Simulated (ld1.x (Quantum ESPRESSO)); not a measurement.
# Before and after: PAW potential for Cu

```
Element                 : Cu
Generator               : ld1.x (Quantum ESPRESSO) 7.5
Type                    : PAW
Functional              : revPBE
Relativity              : scalar-relativistic
Frozen core             : [Ar]
Valence charge          : 11
Reference configuration : 3d10 4s0 4p0 (charge +1)
Partial waves           : 4s (bound, empty): rcut 1.60, rcutus 1.85 bohr; 4s channel at -0.4 Ry: rcut 1.60, rcutus 1.85 bohr; 4p (bound, empty): rcut 2.30, rcutus 2.40 bohr; 4p channel at 0.45 Ry: rcut 2.30, rcutus 2.40 bohr; 3d (bound): rcut 1.35, rcutus 1.60 bohr; 3d channel at 2.7 Ry: rcut 1.35, rcutus 1.60 bohr
Local potential         : all-electron potential smoothed inside 2.05 bohr (lloc = -1)
Core correction         : a·sin(br)/r model core, default radius (core density twice the valence density)
Augmentation charge     : BESSEL, radius 0.95 bohr
```

All-electron outer shells of the reference configuration (revPBE, scalar-relativistic, ld1.x):

```csv
shell,level (eV),outermost node (bohr),outermost maximum (bohr)
3p,-80.71,0.26,0.62
3d,-13.53,–,0.60
4s,-11.74,0.89,2.13
4p,-6.51,0.97,2.84
```

Change: waves 4p (bound): rcut 2.30, rcutus 2.70 bohr; 4p channel at 0.45 Ry: rcut 2.30, rcutus 2.70 bohr.

Cutoffs: the cutoffs (Ry, on a coarse ladder) from which the occupation-weighted sum of valence levels, in a spherical-Bessel basis at the reference potential, stays within 10 and 1 mRy of its value at 400 Ry; they do not see the model core or the augmentation charge, which bear on the density cutoff. Errors are all-electron minus pseudo energies relative to the spin-unpolarised reference configuration.

Task: Predict the effect on cutoff, ghosts and configuration errors.

Result: The potential gets neither clearly harder nor softer (45 Ry and 70 Ry → 45 Ry and 70 Ry); the errors of the 7 common tests hardly move; neither file shows a bound ghost.

| quantity | base | changed |
| --- | --- | --- |
| cutoff, loose | 45 Ry | 45 Ry |
| cutoff, tight | 70 Ry | 70 Ry |
| bound ghosts | none | none |
| error for 3d10 4s1 4p0, meV [ΔE -8.01 eV] | -4.4 | -4.4 |
| error for 3d9 4s0 4p0, meV [ΔE 21.21 eV] | -79 | -79 |
| error for 3d8 4s0 4p0, meV [ΔE 60.10 eV] | -560 | -560 |
| error for 3d10 4s0 4p1, meV [ΔE -3.93 eV] | -0.2 | +0.1 |
| error for 3d9 4s1 4p0, meV [ΔE 3.48 eV] | -80 | -80 |
| error for 3d7 4s0 4p0, meV [ΔE 119.70 eV] | -1959 | -1959 |
| error for 3d9 4s1 4p1, meV [ΔE -1.21 eV] | -86 | -84 |
| lowest overlap eigenvalue by channel | s 0.50, p 0.65, d 0.88 | s 0.50, p 0.66, d 0.88 |
